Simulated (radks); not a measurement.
The numbers below are computed, except where a source is named.
The strontium ion Sr10+, configuration [Ar] 3d10. Level of theory: scalar-relativistic Kohn-Sham, BLYP, spin-polarised, spherical densities, finite nucleus; Fermi nuclear charge, rms radius 4.224 fm (a radial shooting solver on a logarithmic mesh with Libxc functionals).

Radial electron density D(r) = 4 pi r^2 rho(r):

| r (bohr) | D(r) (e/bohr) |
|---|---|
| 0.002081 | 2.198 |
| 0.002327 | 2.675 |
| 0.002603 | 3.249 |
| 0.002935 | 3.989 |
| 0.003283 | 4.818 |
| 0.003672 | 5.800 |
| 0.004107 | 6.958 |
| 0.00463 | 8.421 |
| 0.005179 | 10.02 |
| 0.005793 | 11.85 |
| 0.006479 | 13.95 |
| 0.007306 | 16.50 |
| 0.008171 | 19.17 |
| 0.00914 | 22.09 |
| 0.01022 | 25.23 |
| 0.01153 | 28.80 |
| 0.01289 | 32.22 |
| 0.01442 | 35.63 |
| 0.01613 | 38.88 |
| 0.01804 | 41.83 |
| 0.02034 | 44.46 |
| 0.02275 | 46.25 |
| 0.02545 | 47.27 |
| 0.02846 | 47.43 |
| 0.03209 | 46.68 |
| 0.0359 | 45.26 |
| 0.04015 | 43.41 |
| 0.04491 | 41.51 |
| 0.05063 | 39.94 |
| 0.05664 | 39.40 |
| 0.06335 | 40.11 |
| 0.07085 | 42.21 |
| 0.07989 | 45.81 |
| 0.08936 | 49.85 |
| 0.09995 | 53.73 |
| 0.1118 | 56.48 |
| 0.126 | 57.23 |
| 0.141 | 55.40 |
| 0.1577 | 51.31 |
| 0.1764 | 45.78 |
| 0.1973 | 40.11 |
| 0.2224 | 35.46 |
| 0.2488 | 33.50 |
| 0.2783 | 34.05 |
| 0.3113 | 36.38 |
| 0.3509 | 39.25 |
| 0.3925 | 40.64 |
| 0.4391 | 39.65 |
| 0.4911 | 36.00 |
| 0.5537 | 29.73 |
| 0.6193 | 22.81 |
| 0.6927 | 16.04 |
| 0.7748 | 10.29 |
| 0.8736 | 5.745 |
| 0.9771 | 2.997 |
| 1.093 | 1.400 |
| 1.222 | 0.5810 |
| 1.378 | 0.1965 |
| 1.542 | 0.06170 |
| 1.724 | 0.01643 |

D(r) has 3 maxima, at r = 0.0276, 0.123, 0.399 bohr, and minima at 0.0566, 0.257 bohr, inside which lie 2.06, 11.16 electrons.
